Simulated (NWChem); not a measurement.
Molecule: BF

```xyz
2

B      0.0000     0.0000    -0.8148
F      0.0000     0.0000     0.4593
```
Atoms are numbered in this order, from 1.

Results from NWChem. Structure relaxed at the B3LYP/6-31G* (spherical d) level. Ions are spin-unrestricted doublets at the neutral geometry; other ion states weren't tried.

Q: Estimate the computed values for PBE/def2-SVP. Quantities: vertical ionisation energy, ΔSCF (eV); −ε(HOMO) (eV).

A: 
- vertical ionisation energy, ΔSCF (eV): 10.82
- −ε(HOMO) (eV): 6.61
